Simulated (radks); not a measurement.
Question: Ca3+, configuration [Ne] 3s2 3p3 4s2 (not the ground configuration). Method: scalar-relativistic Kohn-Sham, r2SCAN, spin-polarised, spherical densities, finite nucleus; open shells are filled with parallel spins first; meta-GGA in the generalised Kohn-Sham scheme; Fermi nuclear charge, rms radius 3.4776 fm; computed with a radial shooting solver on a logarithmic mesh with Libxc functionals. Some entries of the table are withheld. Estimate them.

| orbital | occ. | eigenvalue (eV) | r(max) (bohr) | <r> (bohr) |
|---|---|---|---|---|
| 1s up | 1 | -4028.311 | 0.05029 | 0.07686 |
| 1s down | 1 | -4026.780 | 0.05029 | 0.07683 |
| 2s up | 1 | -478.5248 | 0.2989 | 0.3623 |
| 2s down | 1 | -477.7767 | 0.2993 | 0.3621 |
| 2p up | 3 | -397.2864 | 0.2460 | 0.3261 |
| 2p down | 3 | -395.6753 | 0.2466 | 0.3262 |
| 3s up | 1 | -98.6788 | 0.9579 | 1.076 |
| 3s down | 1 | -90.8426 | 0.9575 | 1.086 |
| 3p up | 3 | -77.1822 | 0.9889 | (1) |
| 3p down | 0 | -69.7798 | 0.9889 | (2) |
| 3d up | 0 | (3) | (4) | 1.242 |
| 3d down | 0 | (5) | (6) | 1.310 |
| 4s up | 1 | -29.6627 | 2.441 | 2.621 |
| 4s down | 1 | -29.1613 | 2.501 | 2.676 |
| 4p up | 0 | -23.9184 | 2.652 | 2.852 |
| 4p down | 0 | -23.5105 | 2.739 | 2.907 |

Answer: 
(1) 3p up <r> (bohr): 1.132
(2) 3p down <r> (bohr): 1.154
(3) 3d up eigenvalue (eV): -45.3125
(4) 3d up r(max) (bohr): 0.9905
(5) 3d down eigenvalue (eV): -39.3430
(6) 3d down r(max) (bohr): 0.9860
